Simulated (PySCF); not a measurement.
C4H3ClF2, SMILES ClCC(F)(F)C#C.

Geometry optimised at B3LYP-D3(BJ)/def2-SVP. This is a generated structure with no PubChem entry under its InChIKey; it may be hypothetical. One conformer was computed; it need not be the lowest.

Calculation: PBE/def2-TZVP (PySCF).

The total energy is -813.62470 hartree and the highest occupied level is -7.38 eV. The lowest empty level is -1.38 eV. The orbital gap comes out as 6.00 eV and the dipole moment is 1.65 D. The quadrupole, principal values (traceless, Buckingham form, about the centre of nuclear charge) is -9.05, -2.67, 11.72 D·Å and the mean static polarisability comes out as 58.5 bohr³ (8.67 Å³). The polarisability, principal values is 45.1, 58.9, 71.5 bohr³.
